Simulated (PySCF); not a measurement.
# Structure revision by computed shifts

A compound C5H12FPSi gives the data below (simulated from a calculation) and was assigned the structure `C[Si](C)(C)C/P=C/F`.

¹³C{¹H} NMR (computed): δ 96.6 (CH), 36.3 (CH), 23.7 (CH2), 22.5 (CH3), 10.5 (CH2).

¹H NMR (400 MHz, computed): δ 5.66 (m, 1H), 4.79 (m, 1H), 2.31 (m, 1H), 2.01 (m, 1H), 1.78 (m, 1H), 1.54 (m, 1H), 1.38 (m, 2H), 1.23 (m, 3H), 1.20 (m, 1H).

One averaged value for each set of equivalent atoms, no solvent model, one computed conformer, no relativistic terms. GFN2-xTB structure; NMR shieldings at PBE0/pcSseg-1/GIAO; PySCF 2.14.

References, each an isolated molecule treated in the same way: ¹H (σ = 31.72 ppm) and ¹³C (σ = 186.93 ppm) vs TMS.

(1) Compare with the shifts computed for the proposed structure, pairing carbons in order of shift.

(2) Which isomer fits?

Results:

(1) Structure with atom numbers: `[CH3:1][Si:2]([CH3:3])([CH3:4])[CH2:5]/[P:6]=[CH:7]/[F:8]`; H(Xn) means a hydrogen on atom n.

```
atom  computed for proposal  given list  difference
  C7                  223.2        96.6      +126.6
  C5                   14.0        36.3       -22.3
  C1                   -1.4        23.7       -25.1
  C3                   -1.4        22.5       -23.9
  C4                   -1.4        10.5       -11.9
```

The rms difference is 59.8 ppm and the largest +126.6 ppm at C7 (carbon double-bonded to a heavier main-group atom). The proposal also would give 3 carbon signals, not 5. The carbon types in order of shift don't match either: CH, CH2, CH3, CH3, CH3 for the proposal against CH, CH, CH2, CH3, CH2 in the data. The proposal doesn't fit.

(2) `C[C@@H](F)[C@H]1CC[Si@H]1P`.

1. δC 96.6: sp3 CH bonded to F; the inductive effect lowers its shielding.
2. δC 23.7: sp3 CH2 in a ring; a saturated carbon with 2 carbon neighbours and no heteroatom attached.
3. δC 22.5: methyl carbon; saturated and bonded to C and H only.
4. δH 4.79: hydrogen on an sp3 CH bonded to F; its carbon carries F, an electronegative neighbour.

Other isomers checked: CC(C)/C(F)=P\C[SiH3] (rms 65.9 ppm).

The shifts were computed for this structure.

Splittings by ¹⁹F and ³¹P in the carbon and heteronuclear signals aren't shown, as no couplings were computed. Shifts are as computed. Against solution values, carbons near 30 ppm lie about +3 ppm off and those near 130 ppm about +5 ppm. Of 1309 compounds with measured shifts, 239 miss one by over three times the rms of a fit or turn the order of signals round; such compounds aren't used in these exercises. Multiplicities follow the n + 1 count of equivalent neighbours, as no J values were calculated; m marks all less simple cases, F and P coupling included.
